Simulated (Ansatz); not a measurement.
Total energies of `[BH2][Al]([NH2])[NH2]`.

Cartesian coordinates in Å:
```
B 1.837 0.508 -0.667
Al -0.099 -0.027 0.036
N -0.325 -0.688 1.669
N -1.531 0.175 -0.995
H 2.653 1.057 0.022
H 2.209 0.285 -1.787
H -1.176 -1.069 2.049
H 0.409 -0.735 2.357
H -1.485 0.438 -1.966
H -2.491 0.056 -0.717
```

Total charge 0; spin multiplicity 1. The structure was optimised at the PBE0-D4/def2-TZVP level. It is one conformer, not always the lowest. Basis def2-TZVPP, Ansatz.

RPA on PBE orbitals: Hartree–Fock energy of these orbitals -379.06030 Eh, correlation -1.03031 Eh (frozen core).

```json
{"functional": "B3LYP", "energy without D4 (Eh)": "-380.52726", "D4 term (kJ/mol)": "-24.2"}
{"functional": "BHLYP", "energy without D4 (Eh)": "-380.41784", "D4 term (kJ/mol)": "-19.2"}
```

**Question.** Give the same for LDA (SPW92), PBE, revPBE, BLYP, r2SCAN, B97M-V, PBE0, r2SCANh, r2SCAN0, HSE06 (plane-wave form), CAM-B3LYP, LC-ωPBE, ωB97X-V, ωB97M-V, B2PLYP, PBE-QIDH. (An estimate is asked.)

**Answer.** Computed: 
| functional | energy without D4 (Eh) | D4 term (kJ/mol) |
| --- | --- | --- |
| LDA (SPW92) | -378.20739 | – |
| PBE | -380.16452 | -15.1 |
| revPBE | -380.39065 | -42.8 |
| BLYP | -380.43996 | -32.4 |
| r2SCAN | -380.38016 | -3.8 |
| B97M-V | -380.42200 | – |
| PBE0 | -380.20497 | -12.8 |
| r2SCANh | -380.37206 | -4.0 |
| r2SCAN0 | -380.36075 | -4.5 |
| HSE06 (plane-wave form) | -380.19080 | -12.0 |
| CAM-B3LYP | -380.43100 | -13.1 |
| LC-ωPBE | -380.31894 | – |
| ωB97X-V | -380.40943 | – |
| ωB97M-V | -380.40950 | – |
| B2PLYP | -380.26010 | – |
| PBE-QIDH | -380.09957 | – |

B3LYP takes the VWN-RPA correlation (the form of Gaussian; ORCA's B3LYP/G). HSE06 is the plane-wave form, built on full-range PBE exchange. The double hybrids freeze the cores in their second-order part.

LC-ωPBE has ω = 0.4 bohr⁻¹.
